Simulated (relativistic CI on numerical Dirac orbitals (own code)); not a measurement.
**Level scheme of Ge28+**

Computed by Dirac-Coulomb-Breit CI, orbitals from a KLI potential per configuration, a model potential for QED, unscaled Slater integrals (own radial code, finite nucleus).

Configuration list (outside the closed core 1s2): 2s2, 2s 2p, 2p2, 2p 3s, 2p 3p, 2s 3s, 2s 3p, 2s 3d, 2s 4s, 2s 4p, 2s 4d, 2s 4f, 2s 5s, 2s 5p, 3s2, 2s 5d, 2s 5f, 2s 5g, 3s 3p, 3p2. Levels of other configurations are missing.

```tsv
No.	Configuration	Term	J	E (Ry)	%	jj configuration (%)
1	2s2	1S	0	0.000	96	closed (96)
2	2s 2p	3P°	0	4.026	100	2s 2p1/2 (100)
3	2s 2p	3P°	1	4.586	93	2s 2p1/2 (88)
4	2s 2p	3P°	2	6.806	100	2s 2p3/2 (100)
5	2s 2p	1P°	1	9.928	93	2s 2p3/2 (88)
6	2p2	3P	0	11.349	87	2p1/2^2 (93)
7	2p2	3P	1	13.274	100	2p1/2 2p3/2 (100)
8	2p2	3P	2	13.910	56	2p1/2 2p3/2 (95)
9	2p2	1D	2	16.573	56	2p3/2^2 (95)
10	2p2	1S	0	18.973	84	2p3/2^2 (92)
11	2s 3s	3S	1	127.577	99	2s 3s (99)
12	2s 3s	1S	0	128.386	98	2s 3s (98)
13	2s 3p	3P°	0	129.569	99	2s 3p1/2 (99)
14	2s 3p	3P°	1	129.590	68	2s 3p1/2 (98)
15	2s 3p	1P°	1	130.327	61	2s 3p3/2 (92)
16	2s 3p	3P°	2	130.380	100	2s 3p3/2 (100)
17	2s 3d	3D	1	131.331	97	2s 3d3/2 (97)
18	2s 3d	3D	2	131.428	97	2s 3d3/2 (72)
19	2s 3d	3D	3	131.603	99	2s 3d5/2 (99)
20	2s 3d	1D	2	132.308	97	2s 3d5/2 (71)
21	2p 3s	3P°	0	132.694	99	2p1/2 3s (99)
22	2p 3s	3P°	1	132.955	74	2p1/2 3s (92)
23	2p 3p	3D	1	133.973	70	2p1/2 3p1/2 (98)
24	2p 3p	3P	0	135.099	81	2p1/2 3p1/2 (96)
25	2p 3p	3P	1	135.193	37	2p1/2 3p3/2 (97)
26	2p 3p	3D	2	135.215	72	2p1/2 3p3/2 (93)
27	2p 3s	3P°	2	135.545	100	2p3/2 3s (100)
28	2p 3s	1P°	1	135.991	73	2p3/2 3s (96)
29	2p 3p	3P	1	137.255	58	2p3/2 3p1/2 (86)
30	2p 3p	3P	2	137.459	43	2p3/2 3p1/2 (90)
31	2p 3p	3D	3	137.655	99	2p3/2 3p3/2 (99)
32	2p 3p	3S	1	137.745	61	2p3/2 3p3/2 (87)
33	2p 3p	1D	2	138.580	53	2p3/2 3p3/2 (95)
34	2p 3p	1S	0	139.467	80	2p3/2 3p3/2 (96)
35	2s 4s	3S	1	171.425	100	2s 4s (100)
36	2s 4s	1S	0	171.733	100	2s 4s (100)
37	2s 4p	3P°	0	172.175	100	2s 4p1/2 (100)
38	2s 4p	3P°	1	172.203	79	2s 4p1/2 (98)
39	2s 4p	3P°	2	172.511	100	2s 4p3/2 (100)
40	2s 4p	1P°	1	172.596	79	2s 4p3/2 (98)
41	2s 4d	3D	1	172.929	100	2s 4d3/2 (100)
42	2s 4d	3D	2	172.958	97	2s 4d3/2 (77)
43	2s 4d	3D	3	173.029	100	2s 4d5/2 (100)
44	2s 4d	1D	2	173.255	97	2s 4d5/2 (77)
45	2s 4f	3F°	2	173.292	100	2s 4f5/2 (100)
46	2s 4f	3F°	3	173.301	88	2s 4f5/2 (88)
47	2s 4f	3F°	4	173.338	100	2s 4f7/2 (100)
48	2s 4f	1F°	3	173.380	88	2s 4f7/2 (88)
49	2s 5s	3S	1	191.324	100	2s 5s (100)
50	2s 5s	1S	0	191.465	100	2s 5s (100)
51	2s 5p	3P°	0	191.700	100	2s 5p1/2 (100)
52	2s 5p	3P°	1	191.713	78	2s 5p1/2 (98)
53	2s 5p	3P°	2	191.872	100	2s 5p3/2 (100)
54	2s 5p	1P°	1	191.910	78	2s 5p3/2 (98)
55	2s 5d	3D	1	192.083	100	2s 5d3/2 (100)
56	2s 5d	3D	2	192.098	96	2s 5d3/2 (78)
57	2s 5d	3D	3	192.134	100	2s 5d5/2 (100)
58	2s 5d	1D	2	192.234	96	2s 5d5/2 (78)
59	2s 5f	3F°	2	192.258	100	2s 5f5/2 (100)
60	2s 5f	3F°	3	192.263	91	2s 5f5/2 (85)
61	2s 5f	3F°	4	192.282	100	2s 5f7/2 (100)
62	2s 5g	3G	4	192.309	60	2s 5g7/2 (100)
63	2s 5f	1F°	3	192.309	91	2s 5f7/2 (85)
64	2s 5g	3G	3	192.309	100	2s 5g7/2 (100)
65	2s 5g	3G	5	192.323	100	2s 5g9/2 (100)
66	2s 5g	1G	4	192.325	60	2s 5g9/2 (100)
```

Energies count from the lowest computed level; ° marks odd parity. Filled j subshells are mostly left out of the jj labels.

The mean weight of the leading LS term, summed over parents, in these 66 levels is 87 %, and that of the leading jj configuration (from the same eigenvectors) 95 %.

At this charge energies of transitions that change n are usually good to better than 1 %, and those within a shell (Δn = 0) to a few per cent.

LS names give the leading component of a level, which can be under half, so a name can repeat, a term be missing and a line seem to break the LS rules.
